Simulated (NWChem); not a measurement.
Correlation energy of BF

```xyz
2

B      0.0000     0.0000    -0.8123
F      0.0000     0.0000     0.4513
```
Charge 0, spin multiplicity 1.

Program: NWChem. All single points use one geometry, from B3LYP/def2-SVP, a minimum by its harmonic frequencies.

Basis set: def2-TZVP. Each correlation energy counts from its own Hartree-Fock reference.

The correlated methods keep 2 core orbitals frozen. The structure started from a generated list of species. Coupled-cluster values serve here as a point of comparison, not as the truth.

```tsv
method	correlation energy (mHa)
MP2	___
SCS-MP2	___
CR-CCSD[T]	-342.4
CR-CCSD(T)	-341.7
CCSD	-332.8
CCSD+T(CCSD)	-344.3
CCSD(T)	-343.4
```

Task: Complete the blanks.

Result: 
- MP2, correlation energy (mHa): -319.8
- SCS-MP2, correlation energy (mHa): -315.6
